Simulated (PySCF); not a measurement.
**Correlation energy of Ga (gallium, neutral)**

[Ar] 3d10 4s1 4p2, high-spin 4P determinant (an excited configuration). All numbers are calculated (PySCF 2.14, no relativity, point nucleus, in dyall-av2z (16s12p8d, 92 functions)). Frozen: [Ar] 3d10; 3 electrons correlated; the 34 highest virtual orbitals of each spin left out.

```json
{"level": "CCSD", "correlation energy (mhartree)": "-11.10"}
{"level": "(T)", "correlation energy (mhartree)": "-0.05"}
{"level": "CCSD(T)", "correlation energy (mhartree)": "-11.15"}
```

Diagnostics: T1 = 0.0038, D1 = 0.0067, largest double amplitude 0.044.

Cost of the coupled-cluster step: roughly 2.6 core-seconds, for 3 correlated electrons.
